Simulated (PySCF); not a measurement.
## Reproducing measurements on C3H9As

**Measured values to compare with.**

NIST CCCBDB Release 22 (SRD 101), experimental dipoles lists, for the gas: dipole moment (microwave Stark effect) 0.86 D.

The results are set against them at the end.

Species: C₃H₉As.
Numbering: `[CH3:1][As:2]([CH3:3])[CH3:4]` (hydrogens: H5, H6, H7 on C1; H8, H9, H10 on C3; H11, H12, H13 on C4)

Geometry (PBE0-D3(BJ)/def2-SVP, Å), atoms numbered from 1 in this order:
```
atom  x, y, z in Å
C1    -0.2075    1.6485    0.4409
As2   -0.1415   -0.2057    1.0897
C3     1.5430   -0.7071    0.2085
C4    -1.3540   -0.9733   -0.2542
H5    -0.0402    1.7043   -0.6457
H6     0.5620    2.2433    0.9548
H7    -1.1895    2.0844    0.6769
H8     1.5415   -0.4267   -0.8560
H9     1.6920   -1.7936    0.2946
H10    2.3832   -0.2061    0.7115
H11   -1.0772   -0.6629   -1.2735
H12   -1.3221   -2.0710   -0.1906
H13   -2.3838   -0.6479   -0.0452
```

Runs made with PySCF (gas phase, on this PBE0-D3(BJ)/def2-SVP geometry; no spin–orbit coupling):

```csv
level,job,basis functions,wall time
"PBE0-D3(BJ)/def2-SVP, grid level 1",geometry optimisation from a GFN2-xTB start shaken at random,119,40 s
```

Hardware: an Arm Neoverse V2 with one thread (shared host).

## Comparison

**Dipole moment.** Measured: 0.86 D (NIST CCCBDB Release 22 (SRD 101), experimental dipoles).

```tsv
level	computed (D)	computed − measured (D)	% (from the printed values)
PBE0-D3(BJ)/def2-SVP	1.03	+0.17	+20
```

The computed dipoles belong to one fixed geometry; measured ones are averaged over vibrations unless marked μe. Magnitudes are compared, not signs.

No measured geometry was used, and the causes of the misses weren't examined.
